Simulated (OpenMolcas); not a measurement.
## Tc: effect of the IPEA shift

```json
{
  "Program": "OpenMolcas",
  "Basis": "ANO-RCC-VTZP [7s6p4d2f1g]",
  "Scalar Hamiltonian": "DKH2, point nucleus",
  "Active space": "7 electrons in 9 orbitals (RAS2 4d 5s; RAS3 5p, at most 2 electrons)",
  "State averaging": "2S+1 = 6 even, 6 roots; 2S+1 = 4 even, 64 roots kept (CI in the orbitals of an earlier block); 2S+1 = 2 even, 83 roots kept (CI in the orbitals of an earlier block); 2S+1 = 6 odd, 44 roots; 2S+1 = 8 odd, 3 roots kept (CI in the orbitals of an earlier block); 2S+1 = 4 odd, 10 roots kept (CI in the orbitals of an earlier block)",
  "Spin-orbit coupling": "state interaction with AMFI integrals over the reference wave functions, term energies averaged over their components"
}
```

Methods on the same reference wave functions:
A. RASSCF
B. MS-RASPT2, IPEA 0 Eh, imaginary shift 0.1 Eh (closed shells correlated: 4s 4p)
C. MS-RASPT2, IPEA 0.25 Eh, imaginary shift 0.1 Eh (closed shells correlated: 4s 4p)

Energies in cm-1 above 4d5 5s2 6S 5/2, the measured ground level; measured values from NIST Handbook of Basic Atomic Spectroscopic Data.

```csv
Level,A,B,C,Measured
4d5 5s2 6S 5/2,0.0,0.0,0.0,0.0
4d6 5s 6D 9/2,4644,7550,6560,2573
4d6 5s 6D 7/2,5342,8260,7260,3251
4d6 5s 6D 5/2,5834,8730,7750,3701
4d6 5s 6D 3/2,6171,9050,8080,4003
4d6 5s 6D 1/2,6369,9240,8270,4179
4d5 5s 5p 8P* 5/2,6845,18300,18300,16429
4d5 5s 5p 8P* 7/2,7274,18710,18710,16875
4d5 5s 5p 8P* 9/2,7800,19270,19260,17523
4d6 5s 4D 7/2(1),14206,14490,14640,
4d6 5s 4D 5/2(1) [72 %],14891,14820,15270,
4d6 5s 4D 3/2(1),15410,15470,15820,
4d6 5s 4D 1/2(1),15725,15890,16160,
4d6 5s 4P 5/2 [72 %],18986,16480,18020,
4d5 5s 5p 6P* 7/2(1),19208,24700,25930,23265
4d5 5s 5p 6P* 5/2(1),19262,24950,26140,23455
4d5 5s 5p 6P* 3/2(1),19316,25110,26290,23588
4d5 5s2 4G 11/2,19954,18280,19710,
4d5 5s2 4G 9/2,19984,18300,19720,
4d6 5s 4P 3/2,20008,17200,18920,
4d5 5s2 4G 7/2,20011,18270,19720,
4d5 5s2 4G 5/2,20020,18220,19700,
4d6 5s 4P 1/2,20495,17510,19350,
4d6 5s 4H 13/2,21619,21700,21880,
```

Deviations, from unrounded energies. A percentage is the sum of absolute deviations over the sum of measured energies, with the sign that they share, or ± where signs differ.

| Against measurement | Levels | A | B | C |
| --- | --- | --- | --- | --- |
| mean absolute deviation (cm-1) | 11 | 4700 | 3200 | 3100 |
| other configurations (%) | 11 | ±37.5 | +25.2 | +24.3 |

B, C lie about equally close to measurement and A furthest from it. The largest miss of C in the table is 4d6 5s 6D 1/2, by +4100 cm-1. The ranking rests on the paired levels alone, and a cruder setting can come out closer through cancelling errors.

Between B and C the level of the table that moves most is 4d6 5s 4P 1/2, by 1800 cm-1 (lowest in B, highest in C). Moves below CASPT2's spread within the term are not significant.

The mean deviations of B to C differ by less than CASPT2's widest spread within a term (900 cm-1), so their order carries little weight.

The lowest spin-free term lies below A's lowest term by 0.486 hartree in B, 0.466 hartree in C.

CASPT2 does not keep the components of a term degenerate, so their means are used; among the terms shown or strongly mixed into the levels shown the widest spread is 900 cm-1 (4d5 5s2 4G, C). Over all roots computed the reference weight is 0.84 to 0.89 in B; the roots of lowest weight are the least certain, and an intruder state may touch them. Terms from blocks run as CI alone lack orbitals of their own. Configurations are named by rounded mean occupations; where the s occupation lies near a half they are strongly mixed, a name can repeat and a true partner stay unpaired. A single d shell beside an s shell can misplace configurations of different d count against each other. Without dynamic correlation excited terms often stand tens of per cent too high (terms of higher spin than the ground term too low), and those without a measured partner can miss by more than the paired ones (holds for A). Blocks of more than 70 roots (2S+1 = 2 even) ran without multistate coupling (holds for B; C). The CASPT2 spread within a term exceeds the gap to the next term for 4d5 5s 5p 8P* and 4d5 5s2 4G, so the order of their levels is uncertain, and so are names and mixing where such terms share a J (holds for C). Measured partners are found by configuration, term and J. A level has none where our copy of the source lacks it or the pairing is in doubt (some pairs that miss far off the trend of their configuration count as doubtful), and it then counts in no deviation. Levels of configurations outside the active space are missing. The table leaves out levels that lie high or whose names do not pair safely across all columns.

A share in square brackets marks a mixed level and gives the weight of the term that names it, the lowest over the columns. A number in round brackets counts repeated terms of one configuration in the order of the reference energies. * marks odd parity.
